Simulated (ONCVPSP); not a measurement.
# Reading a pseudo-wave (calcium (Ca))

Columns: radius, all-electron u(r) and pseudo u(r) of the 3s shell (level -50.23 eV) of calcium in the configuration [Ne] 3s2 3p6 4s1.5; PBEsol, scalar-relativistic, ONCV scheme, ONCVPSP 4.0.1.

| r (bohr) | all-electron | pseudo |
| --- | --- | --- |
| 0.088 | 0.0864 | 0.0623 |
| 0.175 | -0.4034 | 0.1327 |
| 0.262 | -0.5295 | 0.2184 |
| 0.350 | -0.3558 | 0.3231 |
| 0.438 | -0.0485 | 0.4432 |
| 0.525 | 0.2717 | 0.5702 |
| 0.612 | 0.5500 | 0.6957 |
| 0.700 | 0.7660 | 0.8103 |
| 0.788 | 0.9132 | 0.9030 |
| 0.875 | 0.9976 | 0.9666 |
| 0.962 | 1.0319 | 0.9995 |
| 1.050 | 1.0275 | 1.0024 |
| 1.138 | 0.9948 | 0.9788 |
| 1.225 | 0.9434 | 0.9348 |
| 1.312 | 0.8803 | 0.8765 |
| 1.400 | 0.8101 | 0.8088 |
| 1.487 | 0.7384 | 0.7381 |
| 1.575 | 0.6665 | 0.6664 |
| 1.662 | 0.5980 | 0.5980 |
| 1.750 | 0.5327 | 0.5326 |
| 1.838 | 0.4720 | 0.4720 |
| 1.925 | 0.4170 | 0.4170 |
| 2.012 | 0.3671 | 0.3670 |
| 2.100 | 0.3216 | 0.3216 |
| 2.188 | 0.2810 | 0.2810 |
| 2.275 | 0.2453 | 0.2453 |

Problem. How many radial nodes do the two functions have?

Solution. The all-electron 3s function has n − l − 1 = 2; the pseudo-wave has 0, since the states of the same l below it are removed with the core.

Problem. At about which radius was the pseudo-wave matched?

Solution. 1.65 bohr. The columns agree to 0.0005 from 1.49 bohr on; several derivatives are matched, so the curves merge somewhat inside the radius.

Problem. Where does each function peak?

Solution. Outermost all-electron maximum near 0.96 bohr, pseudo maximum near 1.05 bohr (to the table’s step).

Problem. Is the pseudo-wave norm-conserving?

Solution. Yes: the ONCV scheme keeps the norm inside the radius equal to the all-electron one, which fixes the energy derivative of the logarithmic derivative at the level.
